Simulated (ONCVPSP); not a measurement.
## zinc (Zn), ONCV: configuration errors across variants

ONCVPSP 4.0.1 input, shortened (lines: element, Z, core and valence counts, functional; n l f; lmax; l rc ep ncon nbas qcut; lloc lpopt rc5 dvloc0; l nproj debl; icmod fcfact rcfact), PBEsol, scalar-relativistic:

```
  Zn 30.00    5    2  -116133      upf
    1    0    2.00
    2    0    2.00
    2    1    6.00
    3    0    2.00
    3    1    6.00
    3    2   10.00
    4    0    1.00
    2
    0    1.65    0.00    4    8    3.80
    1    1.80    0.15    4    9    4.40
    2    0.85    0.00    3    7   19.40
    4    5    0.80    4.00
    0    1    3.30
    1    2    2.90
    2    1    2.70
    1    0.75    0.00
```

In the p channel the program set the typed energies aside and used 0.050, 2.950 Ha.

All-electron excitation energies from the reference (eV): (1) 3d10 4s2 -9.900; (2) 3d10 4s0 18.349; (3) 3d9 4s2 8.033.

1 further variants failed, have other tests or another functional or relativity, and are left out.

A true bound ghost makes a file unfit for plane-wave use even where its test errors are small: the radial tests pick states by their node count and pass the ghost by.

Errors AE − PS in meV (a dash: test not solved or not reliable):

```csv
change,(1),(2),(3),bound ghosts,GHOST(+) flags above zero
base,-6.9,-23,-253,s,p
"all radii but the core radius scaled by about 1.20 (s 1.98, p 2.14, d 1.02 bohr); local potential polynomial inside 0.96 bohr (lpopt 5, dvloc0 4 Ha)",-7.8,-23,-272,s,p
d: qcut 19.3,-6.9,-23,-253,s,p
"local potential polynomial inside 0.80 bohr (lpopt 5, dvloc0 3.5 Ha)",-6.9,-23,-252,s,p
s: qcut 5.5,-6.9,-23,-253,s,p
```

Give the same row for: s: rc 2.46.

-6.8, -30, -183; bound ghosts: s; GHOST(+) flags above zero: p.
